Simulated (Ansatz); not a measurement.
Geometry optimisation, Ansatz 0.2.0, RKS PBE0-D4/def2-SVP.

Input file:

```yaml
crystal:
  periodic: [false, false, false]
  atoms:
    - { symbol: Si, position_ang: [0.745107, 0.230062, 0.285358] }
    - { symbol: F, position_ang: [0.721576, 0.324706, -1.3531] }
    - { symbol: H, position_ang: [-0.026974, -1.064643, 0.193969] }
    - { symbol: Cl, position_ang: [-0.058338, 2.011945, 0.940335] }
    - { symbol: Cl, position_ang: [-1.38127, -1.50207, -0.066563] }
basis:
  gaussian: { orbitals: def2-SVP }
hamiltonian:
  xc: pbe0
  dispersion: d4
relax:
  f_tol: 0.03
  max_steps: 50
```

Command:

```bash
$ ansatz run input.yaml --threads 1 --pin off --max-ram 2048MiB --backend cpu --events-out ev --progress --plain --runs-dir out
```

Q: Where does it end, and by what steps?

A: The forces met the threshold. After 16 steps the energy has fallen by 1.057 eV; H3 moved furthest, 1.37 Å. Parted: Si1–H3.

| step | energy less start (eV) | largest force component (eV/Å) | accepted |
| --- | --- | --- | --- |
| 0 | 0.0000 | 2.915 | yes |
| 1 | -0.4440 | 1.413 | yes |
| 2 | -0.6881 | 1.205 | yes |
| 3 | -0.6801 | 3.391 | no |
| 4 | -0.8196 | 0.500 | yes |
| 5 | -0.8811 | 0.461 | yes |
| 6 | -0.9215 | 0.642 | yes |
| 7 | -0.9595 | 0.548 | yes |
| 8 | -0.9903 | 0.408 | yes |
| 9 | -1.0041 | 0.894 | yes |
| 10 | -1.0049 | 0.435 | yes |
| 11 | -1.0161 | 0.736 | yes |
| 12 | -1.0414 | 0.450 | yes |
| 13 | -1.0537 | 0.104 | yes |
| 14 | -1.0561 | 0.063 | yes |
| 15 | -1.0565 | 0.036 | yes |
| 16 | -1.0566 | 0.023 | yes |

```xyz
5
Properties=species:S:1:pos:R:3
Si 1.080 0.579 0.077
F 0.906 0.815 -1.528
H -0.603 -2.246 0.597
Cl -0.098 2.156 0.813
Cl -1.285 -1.304 0.041
```

Whether the end is a true minimum wasn't checked by a vibrational analysis.

The run took 72 s on 1 thread of Arm Neoverse N1, with other jobs on the host, peak memory 0.14 GiB.
